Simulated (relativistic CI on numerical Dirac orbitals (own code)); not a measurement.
Line list: Electric-dipole lines, Ce⁴⁶⁺

Method of calculation: Dirac-Coulomb-Breit CI, separate exchange-only KLI orbitals for each configuration, model QED (radiative potential, 1s self-energy scaled to tabulated hydrogen-like ionisation energies), unscaled Slater integrals (own radial code, finite nucleus).

Configuration list (outside the closed core [Ne]): 3s², 3s3p, 3p², 3s3d, 3d², 3p3d, 3p4s, 3d4s, 3s4s, 3s4p, 3s4d, 3s4f, 3s5s, 3s5p, 3s5d, 3s5f, 4s², 3s5g, 3s6s, 3s6p, 3s6d. Levels of other configurations are missing.

```csv
λ vac (nm),Lower,Upper,A (s⁻¹),gf,Branching (%)
0.54892,3s3d ³D3 [11],3s5f ³F°4 [70],2.66e+13,1.08e+00,67.7
0.68127,3s3p ³P°1 [3],3s4d ³D2 [45],2.81e+13,9.77e-01,78.6
0.71956,3s3p ³P°2 [4],3s4d ³D3 [46],3.67e+13,1.99e+00,99.8
0.73111,3s3p ¹P°1 [6],3s4d ¹D2 [47],3.28e+13,1.31e+00,91.1
0.77589,3s3d ³D1 [9],3s4f ³F°2 [48],6.42e+13,2.90e+00,84.0
0.77821,3s3d ³D2 [10],3s4f ³F°3 [49],6.41e+13,4.08e+00,84.1
0.78658,3s3d ³D3 [11],3s4f ³F°4 [50],7.52e+13,6.28e+00,99.8
0.78966,3s3d ¹D2 [12],3s4f ¹F°3 [51],6.05e+13,3.96e+00,80.3
1.7000,3s4d ³D2 [45],3s5f ³F°3 [69],1.11e+13,3.35e+00,27.6
1.7201,3s4d ¹D2 [47],3s5f ¹F°3 [71],1.18e+13,3.65e+00,29.4
1.7204,3s4d ³D3 [46],3s5f ³F°4 [70],1.27e+13,5.06e+00,32.2
1.7909,3s4f ³F°2 [48],3s5g ³G3 [72],1.96e+13,6.60e+00,91.2
1.7938,3s4f ³F°3 [49],3s5g ³G4 [73],1.95e+13,8.45e+00,90.8
1.7996,3s4f ³F°4 [50],3s5g ³G5 [74],2.12e+13,1.13e+01,99.3
1.8138,3s4f ¹F°3 [51],3s5g ¹G4 [75],2.01e+13,8.93e+00,95.2
4.5565,3s3p ³P°1 [3],3s3d ³D2 [10],3.99e+11,6.21e-01,99.2
5.1127,3s² ¹S0 [1],3s3p ¹P°1 [6],4.30e+11,5.06e-01,100.0
5.3347,3s3d ³D2 [10],3p3d ³F°3 [21],3.20e+11,9.56e-01,61.3
5.5448,3s3p ¹P°1 [6],3p² ³P2 [13],3.62e+11,8.35e-01,59.8
6.8696,3p² ³P2 [13],3p3d ¹F°3 [25],2.28e+11,1.13e+00,54.7
```

Terms are leading LS components. Brackets give the number of a level in order of energy, since labels repeat. The list gives strong lines, with weight on those to low levels, without lines whose two gauges differ by over a factor of 2.5. Levels whose partners in the same complex of configurations lie outside the list can be far off, and so can their lines. Rates are taken at the computed energies, electric ones in the length gauge.

At this charge energies of transitions that change n are usually good to better than 1 %, and those within a shell (Δn = 0) to a few per cent.

Task: From the table, what is the radiative lifetime of 3s5f ³F°4?

Result: The listed rates from this level add up to about 3.93e+13 s⁻¹, 100 % of its decay; with all channels τ = 2.54e-14 s.

LS names give the leading component of a level, which can be under half, so a name can repeat, a term be missing and a line seem to break the LS rules.
